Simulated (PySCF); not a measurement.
**Pb(CH3)H at several levels of theory**

Computed with PySCF 2.14.0 (density fitting, no spin-orbit coupling) at the geometry relaxed with BP86:

```xyz
6
Pb(CH3)H (singlet)
Pb   -0.1111    0.0000   -0.4130
C     1.8424    0.0000    0.8625
H     2.7477    0.0000    0.2241
H     1.8454    0.8959    1.5191
H     1.8454   -0.8959    1.5191
H    -1.1739    0.0000    1.1439
```

```csv
level,basis,state,HOMO (eV),gap (eV),charge on Pb1 (e),dipole about the centre of mass (D),largest force component (eV/Å)
BP86,"Pb def2-SVP with ECP60, C def2-SVP, H def2-SVP",singlet,-5.40,2.01,0.34,1.05,0.01
PBE0,the same,singlet,-6.25,3.72,0.38,1.10,0.33
BP86,"Pb def2-TZVP with ECP60, C def2-TZVP, H def2-TZVP",singlet,-5.48,2.04,0.43,1.24,0.27
BP86,"Pb x2c-SVPall, C x2c-SVPall, H x2c-SVPall",singlet,-5.44,2.02,0.37,1.06,0.54
```

Charges are Mulliken's, which hang on the basis. The relaxation used the grid (50, 194), these runs (75, 302) or, all-electron (x2c bases, spin-free X2C Hamiltonian), (99, 590).

Task: A further run in the first row's basis gives HOMO (eV) -8.34, gap (eV) 8.56, charge on Pb1 (e) 0.50, dipole about the centre of mass (D) 1.19, largest force component (eV/Å) 0.49. Which level was it?
A. r2SCAN
B. HF
C. B3LYP

Result: B. The others give HOMO -5.50 eV (r2SCAN); -6.07 eV (B3LYP).

In the first row's basis the gap widens with exact exchange: 2.0 to 2.4 eV for BP86, r2SCAN (none); 3.3 to 3.7 eV for B3LYP, PBE0 (a fixed share); 8.6 eV for Hartree–Fock (rising or full at long range).
